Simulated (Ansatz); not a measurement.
A structure relaxed at r2SCAN-D4/def2-SVP in Ansatz, charge 0, singlet:

```xyz
8

Al    0.7969    1.0235    0.9495
Al   -0.8043   -1.0203   -0.9471
Cl    0.0240    1.0974   -1.2018
Cl   -0.1169   -1.0547    1.2343
Cl   -2.8885   -0.9739   -1.0339
Cl    2.8786    0.8805    0.9374
Cl   -0.2321    2.4092    2.1219
Cl    0.3424   -2.3618   -2.0603
```

Problem. Give its formula.

Solution. Al2Cl6 (the lowest singlet isomer of a short search).

Problem. Summarise the bond lengths by kind (pairs closer than 1.2 times the sum of covalent radii, bridged metal pairs left out).

Solution. 8 × Al–Cl 2.09 to 2.29 Å.

The structure comes from a short search, and lower isomers may exist.
